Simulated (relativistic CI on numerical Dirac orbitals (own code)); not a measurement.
# Ho4+ (4f9) in a crystal field

Calculated by Dirac-Coulomb-Breit CI, KLI orbitals optimised for each configuration, model QED (radiative potential, 1s self-energy scaled to tabulated hydrogen-like ionisation energies), valence Slater integrals scaled by 0.7, one configuration in a parametric crystal field (own radial code).

Field parameters in Wybourne normalisation; cubic f-shell fields have B⁴₄ = √(5/14) B⁴₀ and B⁶₄ = −√(7/2) B⁶₀. The field is a parameter set, without covalency.

S is read from ⟨S²⟩ = S(S + 1).

Powder χT (cm³ K mol⁻¹) by Van Vleck's formula, with temperature-independent terms:

```csv
Field,2 K,5 K,10 K,20 K,50 K,100 K,200 K,300 K
"D3h, B20 = -240, B40 = 370, B60 = 250, B66 = 100 cm⁻¹",7.83,9.05,10.7,12.2,13.3,13.7,13.8,13.9
"Oh, B40 = -1610, B60 = 820 cm⁻¹",5.73,6.36,7.41,9.2,11.7,12.8,13.4,13.6
```

Problem. For D3h, B20 = -240, B40 = 370, B60 = 250, B66 = 100 cm⁻¹: what effective moment follows at 300 K?

Solution. μ_eff = √(8χT) = 10.53 μB. The LS value g√(J(J + 1)) of the free ion's 6H°_15/2 level is 10.65 μB. The level holds only 89 % of that term, so intermediate coupling accounts for much of any difference.
